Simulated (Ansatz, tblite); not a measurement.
Removing and adding an electron: Ga9As9H24, a nanocrystal cut from wurtzite GaAs (hydrogen-capped). Total charge 0; singlet. Geometry: PBE-D4/def2-SVP. Ansatz, gas phase; energy differences of separate SCF runs; the oxidised species was run as a doublet alone; the reduced species was run as a doublet alone.

```xyz
42

Ga   -0.8606    4.6173   -1.7252
As    0.2167    3.0795   -3.4594
As   -0.9349    2.8801    0.0707
Ga   -2.4863    1.0270   -0.4396
Ga    0.8312    0.6975   -3.0414
As   -1.2574   -0.3071   -2.1693
As   -2.5822   -0.4958    1.5029
Ga   -4.2553   -2.3315    1.2219
Ga   -0.8160   -2.6783   -1.6092
As   -2.9820   -3.4862   -0.6699
Ga    1.3081    2.2270    0.8729
As    2.1942    0.7855   -0.9761
As    1.0577    0.6549    2.7617
Ga   -0.4089   -1.2927    2.3653
Ga    2.8242   -1.5262   -0.3509
As    0.6328   -2.4162    0.3818
Ga    3.2381    0.0349    3.8150
As    4.0991   -1.2425    1.7753
H    -2.3101    4.9053   -2.2756
H     0.2382    5.7007   -1.3991
H    -0.6013    3.0631   -4.7475
H     1.4683    3.7234   -4.0490
H    -1.5691    3.5569    1.2851
H    -3.8959    1.4853   -0.9808
H     1.4884   -0.0337   -4.2724
H    -2.1803   -0.3715   -3.3843
H    -3.1136    0.3898    2.6291
H    -5.5725   -1.7798    0.5526
H    -4.1841   -3.3346    2.4367
H    -0.2366   -3.5672   -2.7738
H    -3.8896   -3.7037   -1.8773
H    -2.7557   -4.9603   -0.3467
H     2.2794    3.4381    1.1555
H     3.5075    1.4278   -1.4174
H     0.2999    1.4689    3.8098
H    -0.5154   -2.2896    3.5838
H     3.5746   -2.3611   -1.4563
H     0.9341   -3.8478    0.8197
H     4.1740    1.2987    3.9334
H     3.0213   -1.0641    4.9251
H     5.4718   -0.7249    1.3548
H     4.5487   -2.6469    2.1680
```

The xTB rows come from tblite. Single mean-field runs in def2-TZVP are fitted with def2-universal-jkfit.

```json
{"level": "GFN2-xTB", "−HOMO (eV)": "10.73", "vertical IE (eV)": "12.09", "−LUMO (eV)": "6.54", "vertical EA (eV)": "5.28", "HOMO–LUMO gap (eV)": "4.19", "IE − EA (eV)": "6.81", "remarks": "–"}
{"level": "PBE0-D4/def2-TZVP", "−HOMO (eV)": "6.86", "vertical IE (eV)": "7.94", "−LUMO (eV)": "1.51", "vertical EA (eV)": "0.66", "HOMO–LUMO gap (eV)": "5.36", "IE − EA (eV)": "7.28", "remarks": "HOMO above zero (-1 doublet)"}
```

(1) Estimate the rows for GFN1-xTB, PBE-D4/def2-TZVP.

Results:

(1) 
```
           level  −HOMO (eV)  vertical IE (eV)  −LUMO (eV)  vertical EA (eV)  HOMO–LUMO gap (eV)  IE − EA (eV)                       remarks
        GFN1-xTB       10.55             11.90        6.61              5.27                3.94          6.62                             –
PBE-D4/def2-TZVP        5.92                 –        2.21              0.95                3.71             –  HOMO above zero (-1 doublet)
```

Run but left out: PBE-D4/def2-TZVP (charge +1 doublet: an occupied level 0.07 eV above an empty one).   A HOMO above zero means that the electron is unbound at that level or that self-interaction error raises the level; the energy of removing that electron tells which. Raw xTB energy differences between charge states are shifted by several eV; the methods need an empirical correction for them. Sets without diffuse functions give affinities that are too small.
